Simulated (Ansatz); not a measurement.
Compare A (`[F][GeH2][SiH2]S`) with its isomer B (`F[SiH2][S][GeH3]`).

Isolated molecules relaxed with PBE0-D4/def2-TZVP in Ansatz; ΔE leaves out vibrations. CCSD(T)/CBS adds triple-zeta CCSD(T) − MP2 to the extrapolated MP2 energy (def2 sets, frozen cores). DFT in def2-TZVPP. B3LYP here is the variant with VWN-RPA as its local correlation; programs differ in this. For Ge outer-core shells are correlated without core-valence functions, which leaves a few kJ/mol of doubt a bond. Scalar relativity is left out up to krypton. Each species was taken in one conformer, which may not be the lowest.

A:

```xyz
9

F    -1.499    0.506    1.899
Ge   -0.431    1.143    0.670
Si   -0.074   -0.609   -0.914
S     0.979   -2.251   -0.042
H    -1.147    2.384    0.105
H     0.852    1.559    1.415
H     0.645   -0.044   -2.089
H    -1.376   -1.168   -1.353
H     2.051   -1.521    0.310
```

B:

Z-matrix (Å, degrees):
```
Si
S 1 2.108
F 1 1.600 2 111.5
H 1 1.480 2 111.5 3 -118.3
H 1 1.479 2 106.8 3 118.2
Ge 2 2.236 1 98.9 3 65.4
H 6 1.533 2 109.4 1 -90.5
H 6 1.533 2 105.9 1 150.1
H 6 1.535 2 108.6 1 30.5
```

Problem. Which is lower in electronic energy at CCSD(T)/CBS, and by how much? (An estimate is asked.)

Solution. The calculation gave: B, by 129.9 kJ/mol.

Problem. Give E(B) − E(A) in kJ/mol with B3LYP-D4, MP2/def2-TZVPP, PBE-D4, CCSD/def2-TZVPP, HF/def2-TZVPP, PBE0-D4, ωB97M-V. (Best estimate.)

Solution. Ansatz gave: B3LYP-D4 -121.0, MP2/def2-TZVPP -136.0, PBE-D4 -111.0, CCSD/def2-TZVPP -127.0, HF/def2-TZVPP -132.5, PBE0-D4 -118.6, ωB97M-V -127.3. None reverses the order clearly.

Largest T1 diagnostic: 0.012.

From PBE to PBE0 (25 % exact exchange), in def2-TZVPP and without D4, E(B) − E(A) moves by −8.0 kJ/mol.
